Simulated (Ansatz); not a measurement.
Abridged output of a molecular run in Ansatz:

```
Functional definition: HF
1848 factors; integrals over basis functions are off by at most 1.1e-3 eV
mean field evaluation 1: about -25803.7528 eV, gradient 3.7e1 eV
mean field evaluation 2: about -25804.0582 eV, gradient 3.7e1 eV
mean field evaluation 4: about -25808.2293 eV, gradient 4.3e0 eV
mean field evaluation 8: about -25808.3109 eV, gradient 2.2e-1 eV
mean field evaluation 16: about -25808.3112 eV, gradient 1.4e-6 eV
mean field -25808.31118423 eV, -948.4379425190 hartree, gradient 1.4e-6 eV, S^2 0.000000; 0 other end points of the search recorded, 0 dependent functions left out
17 core orbitals not correlated: weight in the atoms' cores, before any rotation towards them, 1.000 or more for the frozen orbitals, at most 0.000 for the correlated occupied ones
reference -25808.31118423 eV, -948.4379425190 hartree; 15, 15 occupied and 296, 296 virtual orbitals, 1848 factors
second order -19.62346775 eV of doubles, -0.00000000 eV of singles
cycle   1  -20.93796780 eV  change    -1.3e0 eV  update   1.0e-1
cycle   2  -21.56109642 eV  change   -6.2e-1 eV  update   3.1e-2
cycle   3  -21.63329499 eV  change   -7.2e-2 eV  update   1.2e-2
cycle   4  -21.62575368 eV  change    7.5e-3 eV  update   3.4e-3
cycle   5  -21.62481171 eV  change    9.4e-4 eV  update   1.2e-3
cycle   6  -21.62453278 eV  change    2.8e-4 eV  update   3.5e-4
cycle   7  -21.62447710 eV  change    5.6e-5 eV  update   1.0e-4
cycle   8  -21.62451495 eV  change   -3.8e-5 eV  update   3.4e-5
cycle   9  -21.62451701 eV  change   -2.1e-6 eV  update   1.1e-5
perturbative correction -0.88232345 eV, -0.0324247886 hartree
Total energy: -25830.81802469 eV, -949.2650536502 hartree
```

Its atoms:

Z-matrix (Å, degrees):
```
C
Si 1 1.891
Si 1 1.879 2 107.2
H 1 1.096 2 108.7 3 117.1
H 1 1.092 2 112.2 3 -124.0
Si 2 2.357 1 99.8 3 -25.6
H 2 1.489 1 110.4 3 92.1
H 2 1.489 1 112.2 3 -147.5
C 3 1.879 1 105.9 2 45.2
H 3 1.491 1 109.0 2 -72.0
H 3 1.490 1 112.4 2 168.3
H 6 1.489 2 111.8 1 116.6
H 6 1.489 2 114.7 1 -120.2
H 9 1.096 3 108.5 1 72.0
H 9 1.092 3 112.5 1 -169.1
```

**Question.** Which basis set was used?
A. def2-SVPD
B. def2-TZVPP
C. def2-SVP
D. def2-TZVPPD

**Answer.** B. It gives 328 functions.

**Question.** Write the keys of the input that set method, charge and spin (a neutral closed shell needs none for the last two).

**Answer.** 
```yaml
correlation: {method: ccsd_t}
```
